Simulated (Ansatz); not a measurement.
Input file for Ansatz (an electronic-structure program): R-PBE0/def2-TZVPP on C4H9Br (SMILES CC(C)CBr).

Ansatz 0.2 input:
```yaml
crystal:
  periodic: [false, false, false]
  atoms:
    - {symbol: C, position_ang: [-0.39597035, -1.29081991, 0.65583338]}
    - {symbol: C, position_ang: [0.10688237, 0.12577735, 0.35342197]}
    - {symbol: C, position_ang: [1.34726665, 0.09010783, -0.53544179]}
    - {symbol: C, position_ang: [-1.03279211, 0.91500606, -0.27037345]}
    - {symbol: Br, position_ang: [-0.62523833, 2.83778244, -0.48170748]}
    - {symbol: H, position_ang: [-0.68772751, -1.80669449, -0.26267234]}
    - {symbol: H, position_ang: [0.38993315, -1.87994259, 1.13113698]}
    - {symbol: H, position_ang: [-1.25845121, -1.27770373, 1.32486841]}
    - {symbol: H, position_ang: [0.36718031, 0.60687810, 1.30082827]}
    - {symbol: H, position_ang: [1.71959567, 1.09349144, -0.73949281]}
    - {symbol: H, position_ang: [1.12125480, -0.38852618, -1.49240805]}
    - {symbol: H, position_ang: [2.14592061, -0.47930859, -0.05751552]}
    - {symbol: H, position_ang: [-1.92726191, 0.89126077, 0.34534474]}
    - {symbol: H, position_ang: [-1.27059213, 0.56269151, -1.27182230]}
basis:
  gaussian:
    orbitals: def2-TZVPP
hamiltonian:
  xc: {name: PBE0}
scf: {lower_state_search: off}
```

Q: What total energy does the run end on?

A: -2731.5732 hartree.

Q: How many basis functions does it have, and what does it roughly cost on one machine?

A: 298 functions; roughly 12 core-seconds.
